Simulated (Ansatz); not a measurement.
Ansatz (a program for electronic structure) input (B3LYP/LANL2DZ): The .json file is the Basis Set Exchange's LANL2DZ.

Ansatz 0.2 input:
```yaml
crystal:
  periodic: [false, false, false]
  atoms:
    - {symbol: C, position_ang: [-1.75773085, -0.10134345, 0.05558461]}
    - {symbol: C, position_ang: [-0.74252211, -1.22251470, 0.05791304]}
    - {symbol: C, position_ang: [0.56677545, -0.84964834, 0.00782957]}
    - {symbol: C, position_ang: [1.06008694, 0.49517278, -0.04619186]}
    - {symbol: N, position_ang: [1.44093606, 1.59274886, -0.08962976]}
    - {symbol: H, position_ang: [-1.37583168, 0.93737169, 0.01383326]}
    - {symbol: H, position_ang: [-2.44356205, -0.23660060, -0.79067201]}
    - {symbol: H, position_ang: [-2.39151303, -0.18586039, 0.94776521]}
    - {symbol: H, position_ang: [1.36469773, -1.59415053, 0.00566966]}
basis:
  gaussian:
    orbitals: LANL2DZ.json
hamiltonian:
  xc: {name: B3LYP}
total_charge: -1
relax: {f_tol: 0.003, max_steps: 120}
```

From the output:

```
mean field -5700.07220067 eV, -209.4737897270 hartree, gradient 1.3e-5 eV, S^2 0.000000; 0 other end points of the search recorded, 0 dependent functions left out
the calculation of the forces begins
reference -5700.07242411 eV, -209.4737979380 hartree; 18, 18 occupied and 35, 35 virtual orbitals, 797 factors
relax step   3: F+E_penalty+E_count = -5700.07220067 eV  Δ(F+E_penalty+E_count) = -5.539e-3 eV  max|allowed force component| = 1.524e-1 eV/Å  Δτ_max = 0.0136 Å  (32 SCF iters, accepted)
these checks for a lower state are left out or cut short: starts, cluster_reference, orbital_swaps, neighbouring_geometries, increment
integrals: 0.02 GiB planned
797 factors; integrals over basis functions are off by at most 3.2e-4 eV
mean field: 0.17 GiB planned
mean field -5700.07306342 eV, -209.4738214323 hartree, gradient 1.3e-5 eV, S^2 0.000000; 0 other end points of the search recorded, 0 dependent functions left out
the calculation of the forces begins
reference -5700.07328698 eV, -209.4738296482 hartree; 18, 18 occupied and 35, 35 virtual orbitals, 797 factors
relax step   4: F+E_penalty+E_count = -5700.07306342 eV  Δ(F+E_penalty+E_count) = -8.627e-4 eV  max|allowed force component| = 4.059e-2 eV/Å  Δτ_max = 0.0050 Å  (34 SCF iters, accepted)
these checks for a lower state are left out or cut short: starts, cluster_reference, orbital_swaps, neighbouring_geometries, increment
integrals: 0.02 GiB planned
797 factors; integrals over basis functions are off by at most 3.2e-4 eV
mean field: 0.17 GiB planned
mean field -5700.07314976 eV, -209.4738246053 hartree, gradient 1.7e-5 eV, S^2 0.000000; 0 other end points of the search recorded, 0 dependent functions left out
the calculation of the forces begins
reference -5700.07337334 eV, -209.4738328217 hartree; 18, 18 occupied and 35, 35 virtual orbitals, 797 factors
relax step   5: F+E_penalty+E_count = -5700.07314976 eV  Δ(F+E_penalty+E_count) = -8.634e-5 eV  max|allowed force component| = 1.549e-2 eV/Å  Δτ_max = 0.0038 Å  (25 SCF iters, accepted)
these checks for a lower state are left out or cut short: starts, cluster_reference, orbital_swaps, neighbouring_geometries, increment
integrals: 0.02 GiB planned
797 factors; integrals over basis functions are off by at most 3.2e-4 eV
mean field: 0.17 GiB planned
mean field -5700.07317762 eV, -209.4738256293 hartree, gradient 7.1e-5 eV, S^2 0.000000; 0 other end points of the search recorded, 0 dependent functions left out
the calculation of the forces begins
reference -5700.07340127 eV, -209.4738338480 hartree; 18, 18 occupied and 35, 35 virtual orbitals, 797 factors
relax step   6: F+E_penalty+E_count = -5700.07317762 eV  Δ(F+E_penalty+E_count) = -2.786e-5 eV  max|allowed force component| = 9.862e-3 eV/Å  Δτ_max = 0.0011 Å  (22 SCF iters, accepted)
these checks for a lower state are left out or cut short: starts, cluster_reference, orbital_swaps, neighbouring_geometries, increment
integrals: 0.02 GiB planned
797 factors; integrals over basis functions are off by at most 3.2e-4 eV
mean field: 0.17 GiB planned
mean field -5700.07319502 eV, -209.4738262686 hartree, gradient 2.7e-5 eV, S^2 0.000000; 0 other end points of the search recorded, 0 dependent functions left out
the calculation of the forces begins
reference -5700.07341870 eV, -209.4738344886 hartree; 18, 18 occupied and 35, 35 virtual orbitals, 797 factors
relax step   7: F+E_penalty+E_count = -5700.07319502 eV  Δ(F+E_penalty+E_count) = -1.740e-5 eV  max|allowed force component| = 8.825e-3 eV/Å  Δτ_max = 0.0026 Å  (24 SCF iters, accepted)
these checks for a lower state are left out or cut short: starts, cluster_reference, orbital_swaps, neighbouring_geometries, increment
integrals: 0.02 GiB planned
797 factors; integrals over basis functions are off by at most 3.2e-4 eV
mean field: 0.17 GiB planned
mean field evaluation 64: about -5700.0732 eV, gradient 2.6e-5 eV
mean field -5700.07320300 eV, -209.4738265620 hartree, gradient 2.6e-5 eV, S^2 0.000000; 0 other end points of the search recorded, 0 dependent functions left out
the calculation of the forces begins
reference -5700.07342672 eV, -209.4738347835 hartree; 18, 18 occupied and 35, 35 virtual orbitals, 797 factors
relax step   8: F+E_penalty+E_count = -5700.07320300 eV  Δ(F+E_penalty+E_count) = -7.984e-6 eV  max|allowed force component| = 5.628e-3 eV/Å  Δτ_max = 0.0025 Å  (25 SCF iters, accepted)
these checks for a lower state are left out or cut short: starts, cluster_reference, orbital_swaps, neighbouring_geometries, increment
integrals: 0.02 GiB planned
797 factors; integrals over basis functions are off by at most 3.2e-4 eV
mean field: 0.17 GiB planned
mean field -5700.07320433 eV, -209.4738266107 hartree, gradient 2.4e-5 eV, S^2 0.000000; 0 other end points of the search recorded, 0 dependent functions left out
the calculation of the forces begins
reference -5700.07342805 eV, -209.4738348322 hartree; 18, 18 occupied and 35, 35 virtual orbitals, 797 factors
relax step   9: F+E_penalty+E_count = -5700.07320433 eV  Δ(F+E_penalty+E_count) = -1.324e-6 eV  max|allowed force component| = 1.321e-3 eV/Å  Δτ_max = 0.0006 Å  (21 SCF iters, accepted)
integrals: 0.02 GiB planned
797 factors; integrals over basis functions are off by at most 3.2e-4 eV
mean field: 0.17 GiB planned
mean field -5700.07320433 eV, -209.4738266107 hartree, gradient 2.4e-5 eV, S^2 0.000000; 1 other end points of the search recorded, 0 dependent functions left out
the calculation of the forces begins
reference -5700.07342805 eV, -209.4738348322 hartree; 18, 18 occupied and 35, 35 virtual orbitals, 797 factors
Total energy: -5700.07342805 eV, -209.4738348322 hartree
Atom 0 at    -1.788331    -0.097390     0.056385 Å, force     0.000021    -0.000536     0.000015 eV/Å
Atom 1 at    -0.749321    -1.240413     0.058639 Å, force    -0.000585     0.000019     0.000017 eV/Å
Atom 2 at     0.588214    -0.851248     0.007234 Å, force    -0.001185     0.001321    -0.000003 eV/Å
Atom 3 at     1.104587     0.499730    -0.047657 Å, force     0.001227    -0.000213    -0.000031 eV/Å
Atom 4 at     1.491347     1.631013    -0.092256 Å, force    -0.000378    -0.000234     0.000018 eV/Å
Atom 5 at    -1.411484     0.947992     0.014591 Å, force     0.000176     0.000028    -0.000006 eV/Å
Atom 6 at    -2.469491    -0.244898    -0.799934 Å, force     0.000014    -0.000032    -0.000140 eV/Å
Atom 7 at    -2.416827    -0.193559     0.959028 Å, force     0.000023    -0.000023     0.000140 eV/Å
Atom 8 at     1.372643    -1.616053     0.006071 Å, force     0.000687    -0.000330    -0.000011 eV/Å
Dipole moment:    -0.166410     0.204392    -0.000983 e Å
```

The dipole moment of an ion depends on the origin.

The geometry given is a B3LYP-D3(BJ)/def2-TZVP minimum.
